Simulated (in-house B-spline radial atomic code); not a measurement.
Configurations of N2+, with energies counted from [He] 2s2 2p1. Level of theory: scalar-relativistic (X2C) BHandHLYP, spin-polarised, spherical fractional occupations, exact exchange averaged over the configuration, Fermi nucleus of rms radius 2.5582 fm; calculated with an all-electron radial atomic-structure program (B-spline basis). Shells without spins written out take the highest spin.

```csv
configuration,E - E(ref) (eV),highest orbital,its <r> (bohr)
[He] 2s1 2p2,6.8805,2p up,1.119
[He] 2s2 3p1,30.681,3p up,3.301
[He] 2s2 3d1,33.316,3d up,3.186
```

(1) Order these further configurations by energy, lowest first.
A. [He] 2s1 2p1 3s1
B. [He] 2s2 3s1
C. [He] 2s1 2p1 3d1

## Answers

(1) B (27.749 eV), A (35.313 eV), C (40.825 eV).
